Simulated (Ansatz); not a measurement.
Ansatz results at the PBE0-D4/def2-TZVP geometry: LUMO energy (PBE0/def2-TZVPP) -1.75 eV; LUMO energy (ωB97M-V/def2-TZVPP) 0.15 eV; HOMO energy (PBE0/def2-TZVPP) -8.17 eV.

Each molecule was computed in one conformer, which needn't be the lowest.

(1) Which molecule gave them?
A. `C#[C][Ga]([Cl])[Cl]`
B. `[F][Ga]([F])[SeH]`
C. `N#[C][GaH][Cl]`
D. `C[O][GaH][O]C`

Results:

(1) B. The others give `C#[C][Ga]([Cl])[Cl]`: -1.96, -0.11, -8.85; `N#[C][GaH][Cl]`: -2.67, -0.85, -9.41; `C[O][GaH][O]C`: -0.56, 1.08, -7.63.
